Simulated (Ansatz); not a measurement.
Pulling on the Si3–H4 bond in GeH4Si (SMILES [SiH3][GeH]) (multiplicity 1 held, fragments rigid). Energies count from the point at 1.489 Å.
Geometry at that point (charge 0, multiplicity 1):
```
atom    x (Å)    y (Å)    z (Å)
----  -------  -------  -------
Ge     0.0269   0.6789   0.5501
H     -0.4443   1.5532  -0.7038
Si    -0.0212  -1.2964  -0.9339
H      0.9083  -1.0877  -2.0778
H     -1.3924  -1.4771  -1.4849
H      0.3664  -2.5625  -0.2613
```

Restricted levels (R-, RO-) in cc, def2 and unpolarised 6-31G sets keep to the state of the molecule at rest. Active spaces are followed from a long bond inwards. Levels need not reach the same state.

Correlated levels freeze the cores. Filled d and f shells under p-block atoms count as core.

The values were computed with Ansatz (a quantum-chemistry and plane-wave program) with Gaussian orbitals. Values without a source in brackets are computed.

Energies in kJ/mol.

| R (Å) | R-HF/def2-SVP | R-MP2/def2-SVP | R-SCS-MP2/def2-SVP | R-CCSD/def2-SVP | FIC-MRCISD+Q on CASSCF(2,2)/def2-SVP |
|---|---|---|---|---|---|
| 1.191 | 127 | 125 | 125 | 125 | 126 |
| 1.340 | 25 | 25 | 25 | 25 | 25 |
| 1.489 | 0 | 0 | 0 | 0 | 0 |
| 1.638 | 17 | 16 | 16 | 15 | 15 |
| 1.786 | 54 | 53 | 52 | 50 | 49 |
| 2.010 | 128 | 123 | 122 | 116 | 113 |
| 2.233 | 205 | 196 | 194 | 182 | 177 |
| 2.605 | 323 | 302 | 298 | 271 | 259 |
| 2.977 | 421 | 382 | 375 | 327 | 308 |
| 3.424 | 514 | 445 | 434 | 363 | 335 |
| 4.020 | 605 | 482 | 463 | 381 | 346 |
| 4.764 | 677 | 471 | 439 | 388 | 348 |

Doubts at one or more of the structures used: a restricted determinant that unrestricted orbitals would lower (R-HF/def2-SVP, R-MP2/def2-SVP, R-SCS-MP2/def2-SVP, R-CCSD/def2-SVP); other coupled-cluster roots lie near (R-CCSD/def2-SVP); T1 above 0.05 (R-CCSD/def2-SVP).
